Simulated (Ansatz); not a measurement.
```yaml
crystal:
  periodic: [false, false, false]
  atoms:
    - {symbol: Si, position_ang: [-1.884642, 0.652954, 1.834113]}
    - {symbol: Ga, position_ang: [-0.212786, 0.074379, 0.195339]}
    - {symbol: Si, position_ang: [1.975354, -0.830826, -0.393054]}
    - {symbol: O, position_ang: [1.718579, -0.566232, -2.000820]}
    - {symbol: Ga, position_ang: [0.061829, 0.192951, -2.321035]}
    - {symbol: H, position_ang: [-1.488170, 0.331255, 3.231852]}
    - {symbol: H, position_ang: [-3.148292, -0.074770, 1.527430]}
    - {symbol: H, position_ang: [-2.164502, 2.114354, 1.752430]}
    - {symbol: H, position_ang: [2.198383, -2.275701, -0.093438]}
    - {symbol: H, position_ang: [3.161077, -0.079811, 0.114177]}
    - {symbol: H, position_ang: [-0.216818, 0.461456, -3.846993]}
basis:
  gaussian: {orbitals: cc-pVTZ-PP}
hamiltonian: {xc: {name: B3LYP5}}
accuracy: high
output: {forces: true}
```

```sh
$ ansatz run in.yaml --threads 4 --pin off --events-out ev --progress --plain --max-ram 10444MiB
```

How does Ansatz answer? (Best estimate.)

Computed: The input was rejected before any iteration.
```
Functional definition: B3LYP5
Error: <dir> the basis set cc-pVTZ-PP has no functions for Si
```

B3LYP here is the variant with VWN-RPA as its local correlation; programs differ in this.
